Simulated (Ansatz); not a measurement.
Total energies of `C[O][Sc]([Cl])[O]C`.

```xyz
12

C    -1.3276   -2.3973    0.3693
O    -0.3027   -1.5868   -0.0977
Sc    0.9837   -0.3822   -0.6475
Cl    2.8439   -1.1044   -1.8574
O     0.7783    1.4020   -0.2197
C     0.5197    2.7111    0.1607
H    -0.9246   -3.2396    0.9430
H    -1.9084   -2.8065   -0.4651
H    -2.0107   -1.8365    1.0180
H    -0.3507    2.7652    0.8250
H     1.3802    3.1384    0.6879
H     0.3187    3.3366   -0.7164
```

Total charge 0; spin multiplicity 1. Correlated methods include outer-core shells of Sc, which these sets cover unevenly. Scalar relativity is left out up to krypton. The structure was optimised at the PBE0-D4/def2-TZVP level. It is one conformer, not always the lowest. Basis def2-TZVPP, the Gaussian-basis code of Ansatz.

RPA on PBE orbitals: Hartree–Fock energy of these orbitals -1448.43449 Eh, correlation -2.09616 Eh (frozen core).

```tsv
functional	kind	energy without D4 (Eh)	D4 term (kJ/mol)
LDA (SPW92)	LDA	-1446.23966	–
PBE	GGA	-1450.81061	-20.8
revPBE	GGA	-1451.22898	-60.4
BLYP	GGA	-1451.44233	-44.3
r2SCAN	meta-GGA	-1451.30400	-5.6
B97M-V	meta-GGA with VV10	-1451.12979	–
PBE0	global hybrid, 25 % exact exchange	-1450.88520	-17.9
B3LYP	global hybrid, 20 %	-1451.53048	-33.2
r2SCANh	meta-GGA hybrid, 10 %	-1451.28171	-6.0
r2SCAN0	meta-GGA hybrid, 25 %	-1451.25094	-6.6
HSE06 (plane-wave form)	screened hybrid	-1450.85749	-16.9
BHLYP	global hybrid, 50 %	-1451.35089	-26.9
CAM-B3LYP	range-separated hybrid	-1451.44248	-18.5
LC-ωPBE	long-range corrected hybrid	-1451.05421	–
ωB97X-V	range-separated hybrid GGA with VV10	-1451.23587	–
ωB97M-V	range-separated hybrid meta-GGA with VV10	-1451.32649	–
B2PLYP	double hybrid	-1451.03092	–
PBE-QIDH	double hybrid	-1450.66338	–
```

B3LYP takes the VWN-RPA correlation (the form of Gaussian; ORCA's B3LYP/G). HSE06 is the plane-wave form, built on full-range PBE exchange. The double hybrids freeze the cores in their second-order part.

LC-ωPBE has ω = 0.4 bohr⁻¹.
